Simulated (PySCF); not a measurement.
## Electron correlation in Mg (magnesium, neutral)

[Ne] 3s1 3p1, high-spin 3P determinant (an excited configuration). All numbers are calculated (PySCF 2.14, the non-relativistic Hamiltonian (point nucleus), in dyall-av2z (14s10p4d, 64 functions)). Frozen: [Ne]; 2 electrons correlated; the 12 highest virtual orbitals of each spin left out.

With two correlated electrons CCSD is exact within the correlated space (frozen core and kept virtual orbitals).

```
level  correlation energy (mhartree)
 CCSD                          -4.25
```

Diagnostics: T1 = 0.0056, D1 = 0.0097, largest double amplitude 0.041.

Cost of the coupled-cluster step: roughly 0.8 core-seconds, for 2 correlated electrons.
